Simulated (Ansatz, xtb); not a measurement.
# F2GaNSi+: where a starting geometry ends

The starting geometry of this gas-phase doublet has its atoms placed at random.

```xyz
5

F    -0.5350    1.1558   -0.8180
F     1.5884   -0.5009    0.7590
Ga    0.3110   -0.1784   -0.2983
N    -0.4432   -1.4881    0.3467
Si   -1.7081   -0.2008   -0.5026
```

**Question.** Guess where an optimisation with r2SCAN-D4/def2-SVP ends from this start.

**Answer.** It ends as a structure given below by its coordinates. Distances that change by over a tenth: F1–Si5 (1.82 → 1.59 Å), N4–Si5 (1.99 → 1.63 Å). Contacts that open: F1–Ga3 (1.66 → 4.48 Å), Ga3–Si5 (2.03 → 3.15 Å).

The energy falls by 6.61 eV over 26 steps:

```csv
step,E − E(last) (eV)
1,6.610
4,1.884
7,0.974
9,0.617
12,0.242
15,0.123
18,0.056
20,0.039
23,0.007
26,0.000
```

Final geometry (Å):

| atom | x (Å) | y (Å) | z (Å) |
| --- | --- | --- | --- |
| F | -2.5363 | 0.9649 | -1.4119 |
| F | 2.5128 | -1.3638 | 1.2669 |
| Ga | 1.1388 | -0.7146 | 0.5314 |
| N | -0.1711 | 0.0794 | -0.2464 |
| Si | -1.7312 | -0.1781 | -0.6533 |

From the same start GFN2-xTB ends elsewhere, differing in F1–Ga3 (1.73 against 4.48 Å here), F1–Si5 (3.93 against 1.59 Å here).

From so rough a start the end depends on the optimiser's path, so another program may land elsewhere. The end wasn't checked by frequencies. Open shells are spin-unrestricted. Run with Ansatz 0.2.0, 78 s on 2 threads of Intel(R) Xeon(R) 6975P-C (Granite Rapids), with other jobs on the host.
